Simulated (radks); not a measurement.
Spherical quantum dot in the effective-mass picture: electrons in a well V = -V0 / (1 + exp((r - R)/a)) with V0 = 17.5, R = 3.19, a = 0.19, with a point charge +2 (a donor) at the centre, all in effective atomic units (hartree* = m*/eps^2 hartree, bohr* = eps/m* bohr), one dielectric constant everywhere. Calculated with a radial shooting solver with Libxc functionals: non-relativistic Kohn-Sham, exchange-only LDA, spin-polarised, spherical densities. Levels are named by radial order and angular momentum (1s, 1p, 1d, 2s, ...), and open shells are averaged over m.

N = 10, configuration 1s2 1p6 2s2. This is the lowest configuration that the search found. Occupied and some empty levels:

| level | occupation | eigenvalue (hartree*) | <r> (bohr*) |
|---|---|---|---|
| 1s | 2 | -13.761 | 1.332 |
| 1p | 6 | -13.119 | 1.937 |
| 2s | 2 | -12.719 | 1.504 |
| 1d | 0 | -12.513 | 2.097 |
| 1f | 0 | -11.769 | 2.207 |
| 2p | 0 | -11.139 | 1.666 |
| 1g | 0 | -10.892 | 2.295 |

Energy (hartree*): total -156.162, kinetic 11.270, external -189.29, Hartree 25.806, exchange-correlation -3.9498. Static polarisability (adiabatic kernel): 8.275 bohr*^3.

Electron density:

| r (bohr*) | n(r) (e/bohr*^3) |
|---|---|
| 0.168 | 2.427 |
| 0.355 | 1.200 |
| 0.542 | 0.6217 |
| 0.728 | 0.3453 |
| 0.915 | 0.2160 |
| 1.10 | 0.1610 |
| 1.29 | 0.1431 |
| 1.48 | 0.1416 |
| 1.66 | 0.1431 |
| 1.85 | 0.1389 |
| 2.04 | 0.1246 |
| 2.22 | 0.1001 |
| 2.41 | 0.06923 |
| 2.60 | 0.03948 |
| 2.78 | 0.01752 |
| 2.97 | 0.005670 |
| 3.16 | 0.001294 |
| 3.35 | 0.0002164 |
| 3.53 | 0.00002964 |
| 3.72 | 3.722e-06 |
